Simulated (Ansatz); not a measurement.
A structure relaxed at PBE0-D4/def2-TZVP, charge 0, multiplicity 1:

```xyz
8

C     0.6685   -0.3535   -0.6849
O     1.0786    0.5442    0.3123
Ge    0.1741    1.3286    1.6287
S    -1.9306    0.5300    1.3539
H     0.2778   -1.2843   -0.2575
H    -0.0995    0.0837   -1.3337
H     1.5356   -0.6001   -1.3024
H    -1.7044   -0.2486    0.2836
```

Question: Give its formula and SMILES.

Answer: CH4GeOS, `C[O][Ge][SH]`.

Question: Point group (tolerance 0.08 Å, 0.16 Å for H)?

Answer: Cs.

Question: Summarise the bond lengths by kind.

Answer: 1 × C–O 1.403 Å; 3 × C–H 1.093 to 1.096 Å; 1 × Ge–O 1.779 Å; 1 × Ge–S 2.268 Å; 1 × H–S 1.343 Å.

Results of the Gaussian-basis code of Ansatz.
